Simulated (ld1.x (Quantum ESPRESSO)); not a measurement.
# Pseudopotential generation for N: PAW, PBE, scalar-relativistic.

N (Z = 7), PAW, made with ld1.x (Quantum ESPRESSO) 7.5 (PBE, scalar-relativistic). Core [He], reference 2s2 2p2.75 (charge +0.25). Waves: 2s (bound): rcut 0.65, rcutus 0.75 bohr; 2s channel at 3.2 Ry: rcut 0.65, rcutus 0.75 bohr; 2p (bound): rcut 1.40, rcutus 1.50 bohr; 2p channel at 2.25 Ry: rcut 1.40, rcutus 1.50 bohr. Local part: all-electron potential smoothed inside 1.15 bohr (lloc = -1). Core correction: a·sin(br)/r model core, default radius (core density twice the valence density). Augmentation charge: GAUSS, radius 0.70 bohr.

All-electron outer shells of the reference configuration (PBE, scalar-relativistic, ld1.x):

```json
{"shell": "1s", "level (eV)": "-388.43", "outermost node (bohr)": "–", "outermost maximum (bohr)": "0.15"}
{"shell": "2s", "level (eV)": "-21.74", "outermost node (bohr)": "0.32", "outermost maximum (bohr)": "1.00"}
{"shell": "2p", "level (eV)": "-10.15", "outermost node (bohr)": "–", "outermost maximum (bohr)": "0.96"}
```

Calculated quality:

```
Cutoffs needed                            : 70 Ry and 80 Ry (the cutoffs (Ry, on a coarse ladder) from which the occupation-weighted sum of valence levels, in a spherical-Bessel basis at the reference potential, stays within 10 and 1 mRy of its value at 400 Ry)
Ghost test                                : ghost state, extra bound levels that the all-electron valence spectrum of the same l lacks: s at -436.3 eV; a true bound ghost makes a file unfit for plane-wave use (spherical-Bessel basis up to 400 Ry, 20 bohr box)
Largest excitation error                  : -18 meV (all-electron minus pseudo) for 2s2 2p0, out of 7 test configurations
Lowest eigenvalue of the overlap operator : 0.68 (p channel)
```

Generation and tests took about 2.1 s on one core of a shared server CPU.
